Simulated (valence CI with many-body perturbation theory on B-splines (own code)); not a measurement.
Cl2+ in brief

Method: configuration interaction combined with many-body perturbation theory (CI+MBPT): five valence electrons over a frozen Dirac-Fock core [Ne], radial functions for each j: 9 s, 9 p, 8 d, 6 f, 3 g, 1 h, with the one-electron correlation potential Σ1, the two-electron term Σ2, the three-electron term Σ3, Breit, model QED; selected CI, second order for the rest, scaled by the run's own slope (own B-spline code, finite nucleus).

Against 12 measured levels this calculation errs by 101 cm⁻¹ on average and by 238 at most. These come from a selection out of Moore, Atomic Energy Levels, vol. I, NSRDS-NBS 35 (1971 reprint of NBS Circular 467, 1949), an old analysis. Levels without a partner in it may be off by more. Among the levels kept, up to 2700 cm⁻¹ of a level comes from second order outside the variational space, and about a tenth of that is noise between levels of different J, which matters for small intervals.

Rates and lifetimes use the calculated energies. Strong lines usually hold to 10 to 20 %, long lifetimes can be off by a factor of two.

(1) What is the ground level?

(2) Where does the other parity begin?

(3) Among levels below 186683 cm⁻¹, which E1 lines absorb most strongly from the ground level?

(4) How well does LS coupling describe the low levels?

(5) What are the static dipole polarisabilities of the lowest levels?

## Answers

(1) 3s2 3p3 4S°_3/2, composition 95 % 3s2 3p3 4S° + 3 % 3s 3p3 3d 4S°, g = 2.002.

(2) At 3s 3p4 4P_5/2, 98433 cm⁻¹.

(3) to 3s2 3p2 3d 4P_5/2 at 55.66 nm, f = 0.929; to 3s2 3p2 4s 4P_5/2 at 57.28 nm, f = 0.727; to 3s2 3p2 3d 4P_3/2 at 55.61 nm, f = 0.695.

(4) Among the lowest 20 levels the leading LS term, summed over configurations, holds 98 % on average. For single configurations the figures are 84 % in LS and 53 % in jj coupling. Terms mix most in the J = 5/2 level at 151919 cm⁻¹, where the leading one holds 62 %.

(5) 3s2 3p3 4S°_3/2 5.69; 3s2 3p3 2D°_3/2 5.79; 3s2 3p3 2D°_5/2 5.80 (tensor -0.021); 3s2 3p3 2P°_1/2 5.82 bohr³, of which the core gives 0.0509.
